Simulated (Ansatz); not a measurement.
FH4N2SV, SMILES `[NH2][V]([NH2])([F])=[S]`. Charge 0, multiplicity 1. Correlated methods include outer-core shells of V, which these sets cover unevenly. Scalar relativity is left out up to krypton.

```csv
atom,x (Å),y (Å),z (Å)
N1,-0.210,1.206,0.961
V2,0.411,-0.355,0.277
N3,-0.283,-0.688,-1.365
F4,2.142,-0.223,0.114
S5,-0.178,-1.825,1.493
H6,-0.107,2.082,0.466
H7,-0.746,1.313,1.807
H8,-0.864,-1.471,-1.620
H9,-0.166,-0.039,-2.132
```

(1) Give the diagnostics of a CCSD(T)/def2-TZVPP run (frozen core, Ansatz 0.2.0). (An estimate is asked.)

Results:

(1) Ansatz gave: T1 = 0.0389, largest single amplitude 0.127, largest double 0.080, (T) share of the correlation energy 6.8 %, 16 CCSD cycles. The RHF solution is unstable towards an unrestricted one. T1 lies over the customary mark of 0.02 for closed shells; compounds of d metals often pass it without a breakdown.
